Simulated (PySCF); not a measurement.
H3NOSe.

```xyz
6

Se     0.0789    -0.0027     0.3990
O      0.0000     1.4455    -0.7149
H      0.8829     1.5489    -1.0977
N     -0.3656    -1.4229    -0.6302
H      0.3064    -1.6627    -1.3485
H     -1.3119    -1.3980    -0.9903
```
Charge 0, spin multiplicity 1.

Coordinates come from a TPSSh-D3(BJ)/def2-TZVP optimisation. The values are those of a single conformer.

All values below come from PySCF with PBE0/pcSseg-2. Non-relativistic, no solvent.

Computed absolute GIAO shielding of each atom: isotropic value and principal components (ppm):
| atom | σ(iso) | σ11 | σ22 | σ33 | span |
|---|---|---|---|---|---|
| Se1 | 297.0 | -576.1 | 422.5 | 1044.8 | 1620.9 |
| O2 | 247.2 | 62.7 | 257.3 | 421.7 | 359.0 |
| H3 | 27.2 | 18.7 | 24.7 | 38.4 | 19.7 |
| N4 | 177.6 | 93.4 | 204.6 | 234.8 | 141.4 |
| H5 | 27.4 | 20.5 | 25.1 | 36.6 | 16.1 |
| H6 | 27.2 | 20.3 | 24.9 | 36.3 | 16.0 |
